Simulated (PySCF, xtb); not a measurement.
C8H6N2O3S, SMILES O1CCOc2c1csc2-c1nnco1.

GFN2-xTB in xtb at its own geometry gives an orbital gap of 2.90 eV and a dipole moment of 6.33 D.

Geometry optimised at PBE-D3(BJ)/def2-SVP. The structure was generated by enumeration, and PubChem lists no compound with its InChIKey, so it may never have been made. Other conformers were not sampled.

What does PBE/def2-SVP (PySCF) give? (An estimate is asked for; the answer gives what the named calculation found.)

gap 3.12 eV (levels -5.31 and -2.19 eV), dipole 6.05 D.
